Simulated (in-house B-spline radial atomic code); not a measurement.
The indium ion In²⁺ is squeezed into an impenetrable sphere of radius R (the orbitals vanish at R). No spin polarisation. Caution: exact exchange at fractional occupations of open shells leaves self-interaction of up to several eV. Method: non-relativistic B3LYP, spherical fractional occupations, point nucleus. Calculated with a B-spline radial code for spherical atoms.

Energies in eV above the free ion in [Kr] 4d10 5s1:

| R (bohr) | highest level (eV) | [Kr] 4d10 5s1 | [Ar] 3d9 4s2 4p6 4d10 4f1 5s1 | [Kr] 4d10 5f1 | -dE/dV in [Kr] 4d10 5s1 (GPa) |
| --- | --- | --- | --- | --- | --- |
| 8.18 | -22.7 | 0.0007254 | 478.7 | 27.23 | 0.00199 |
| 6.19 | -22.7 | 0.04217 | 480.5 | 34.78 | 0.184 |
| 5.36 | -22.4 | 0.2039 | 482.3 | 40.65 | 1.13 |
| 4.5 | -21.5 | 0.9799 | 485.9 | 50.18 | 7.53 |
| 3.88 | -19.4 | 3.03 | 491 | 61.21 | 32 |
| 3.21 | -12.8 | 10.93 | 503.5 | 83.13 | 183 |
| 2.54 | 8.88 | 46.05 | 544.4 | 139.3 | 1430 |
| 2.17 | 41.2 | 113.9 | 615.4 | 221.5 | 5430 |
| 1.99 | 69.6 | 184.1 | 686.8 | 298.1 | 11100 |
| 1.26 | 491 | 1818 | 2330 | 1890 | 351000 |

(1) Does [Ar] 3d9 4s2 4p6 4d10 4f1 5s1 fall below [Kr] 4d10 5s1 under compression?

(2) Does [Kr] 4d10 5f1 fall below [Kr] 4d10 5s1 under compression?

The highest level is first positive in the row R = 2.54 bohr, pushed up by confinement above the zero of the free ion's potential. Each configuration is held fixed and needn't be the lowest in the sphere.

## Answers

(1) No, it stays above over the whole range.

(2) No, it stays above over the whole range.
